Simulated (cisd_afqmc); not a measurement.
Input (AFQMC/CISD/def2-SVP; cisd_afqmc is a phaseless AFQMC code with CISD trial states that reads the integrals written by Ansatz):

Ansatz 0.2 input:
```python
import cisd_afqmc

open("ham.yaml", "w").write("""\
crystal:
  periodic: [false, false, false]
  atoms:
    - {symbol: Sn, position_ang: [0.43852401, 0.91712915, 0.96994701]}
    - {symbol: H, position_ang: [0.72309792, 2.17969680, -0.25654074]}
    - {symbol: I, position_ang: [-0.42734525, -0.90634254, -0.91020396]}
basis:
  gaussian:
    orbitals: def2-SVP
magnetization: {spin_polarized: false}
correlation: {method: ccsd, electrons: outside_noble_gas, hamiltonian_folder: ham}
""")
rep = cisd_afqmc.ansatz("ham.yaml")
e_ccsd = rep["correlation"]["coupled_cluster"]["energy"]["hartree"]
out = cisd_afqmc.run("ham", e_ccsd, trial="CISD", walkers=200, populations=8, threads=8, dt=0.005, steps=40, early=36, settle=10, least=32,
    cut=5e-5, rank_cut=2e-4, target=0.0004, seconds=1500, seed=1, memory=17280, gpu=False)
```

Output:

```
orbitals 39, occupied [6], factors 220 of 729, rank of the doubles 87 of 198
E(HF) = -510.619388
E(CCSD) on the cut factors = -510.807674, shift to the whole factors -0.000007
Energy of the trial state on the determinant = -510.807586
  tau behind 10.8 of longer steps, mean of the populations' last blocks
   2.0  -510.81350
   4.0  -510.81329
   6.0  -510.81438
   8.0  -510.81341
blocks 357 (0 outliers left out), error by blocks joined: 1: 0.00009, 2: 0.00012, 4: 0.00015, 8: 0.00017, 16: 0.00020
E(AFQMC/CISD) = -510.81357 +/- 0.00020
```
